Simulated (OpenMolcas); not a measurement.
Computed levels of 2s² 2p⁴ in ions with 8 electrons, in cm-1 above ³P₂.

- Program: OpenMolcas
- Method: SS-RASPT2, IPEA 0.25 Eh, imaginary shift 0.1 Eh
- Basis: ANO-RCC-VQZP
- Scalar Hamiltonian: DKH2, point nucleus
- Spin-orbit coupling: state interaction with AMFI integrals over the reference wave functions, term energies averaged over their components

Active space for each ion: 4 electrons in 9 orbitals (RAS2 2p; RAS3 3s 3d, at most 1 electron); closed shells correlated by CASPT2: 1s 2s.

| Level | O | Ne2+ |
| --- | --- | --- |
| ³P₁ | 150 | 604 |
| ³P₀ | 224 | 890 |
| ¹D₂ | 15490 | 25920 |
| ¹S₀ | 38110 | 61010 |

Problem. Estimate ³P₀, ¹D₂, ¹S₀ for F+ from its neighbours O and Ne2+.

Solution. ³P₀ is fine structure, which grows about as the fourth power of a screened charge, so the fourth roots are averaged: ((224^0.25 + 890^0.25) / 2)^4 = 474. The calculation gives 474, so the estimate is off by 0 %; the measured value is 490 (NIST Handbook of Basic Atomic Spectroscopic Data).
¹D₂ is another term, which grows about linearly with the charge: (15490 + 25920) / 2 = 20705. The calculation gives 20820, so the estimate is off by -0.6 %; the measured value is 20873 (NIST Handbook of Basic Atomic Spectroscopic Data).
¹S₀ is another term, which grows about linearly with the charge: (38110 + 61010) / 2 = 49560. The calculation gives 49710, so the estimate is off by -0.3 %; the measured value is 44918 (NIST Handbook of Basic Atomic Spectroscopic Data).

CASPT2 breaks the degeneracy within a term, and the mean is taken; among the terms shown or strongly mixed into the levels shown the widest spread is 60 cm-1 (2s² 2p⁴ ¹D, O). With the s shell closed, the reference lacks s² → p² mixing. Computed and measured levels are paired by configuration, term and J; levels that our copy of the source lacks, or whose pairing is in doubt (as where it misses far off the trend of its configuration), stay unpaired and out of the deviations. Only configurations of the active space appear.
